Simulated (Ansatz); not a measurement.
**Ligand exchange: HCN + In(NH2)3 → CH2N2 + InH(NH2)2**

Gas-phase species: HCN (hydrogen cyanide) `C#N`, singlet; In(NH2)3, singlet; CH2N2 `N#CN`, singlet; InH(NH2)2, singlet. The partners trade H for NH2: C–H and In–NH2 bonds give way to C–NH2 and In–H.

Shapes, held fixed at every level: PBE0-D4/def2-TZVP. Programs: Ansatz 0.2.0. The zero-point and thermal change to 298 K, harmonic and unscaled (PBE0-D4/def2-TZVP), is -5.3 kJ/mol.

| level | kind | ΔH(298 K) (kJ/mol) | less CCSD(T)/def2-TZVPP |
| --- | --- | --- | --- |
| HF/def2-TZVPP | Hartree–Fock | +22.9 | -18.9 |
| r2SCAN-D4/def2-TZVPP | meta-GGA | +19.4 | -22.4 |
| B3LYP-D4/def2-TZVPP | global hybrid | +22.9 | -18.9 |
| BHLYP-D4/def2-TZVPP | global hybrid | +23.4 | -18.4 |
| B2PLYP/def2-TZVPP | double hybrid | +32.2 | -9.6 |
| CCSD/def2-SVP | coupled cluster or CI | +21.2 | -20.6 |
| CCSD(T)/def2-TZVPP | coupled cluster or CI | +41.8 | 0.0 |

The highest level, CCSD(T)/def2-TZVPP, gives ΔH(298 K) = +41.8 kJ/mol; the levels span +19.4 to +41.8. The column of differences is taken from that level and isn't an error. No measured value is set beside it here. For atoms past krypton def2 sets carry core potentials with scalar relativity. Outer-core shells of In are correlated, in sets that cover them unevenly. CCSD(T)/def2-TZVPP lies outside the range of the other correlated levels here, so it shouldn't be taken on trust.
